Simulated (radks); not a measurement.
The numbers below are computed, except where a source is named.
Task: Sr23+, configuration [Ne] 3s2 3p3. Code: a radial shooting solver on a logarithmic mesh with Libxc functionals. Model: scalar-relativistic Kohn-Sham, PBEsol, spin-polarised, spherical densities, finite nucleus; open shells are filled with parallel spins first (spin-orbit coupling, left out, can overturn this in heavy ions); Fermi nuclear charge, rms radius 4.224 fm. Some entries of the table are withheld. Estimate them.

orbital,occ.,eigenvalue (hartree),<r> (bohr),<1/r> (bohr^-1)
1s up,1,-623.0331,0.03918,38.97
1s down,1,-622.8721,0.03917,38.98
2s up,1,-115.8210,0.1706,8.798
2s down,1,-115.6878,0.1705,8.802
2p up,3,-107.3295,0.1484,(1)
2p down,3,-107.1498,0.1484,(2)
3s up,1,-42.38016,0.4275,(3)
3s down,1,-41.80030,0.4288,(4)
3p up,3,-39.64994,0.4169,3.328
3p down,0,-39.06986,0.4182,3.320

Result: 
(1) 2p up <1/r> (bohr^-1): 8.578
(2) 2p down <1/r> (bohr^-1): 8.578
(3) 3s up <1/r> (bohr^-1): 3.434
(4) 3s down <1/r> (bohr^-1): 3.422
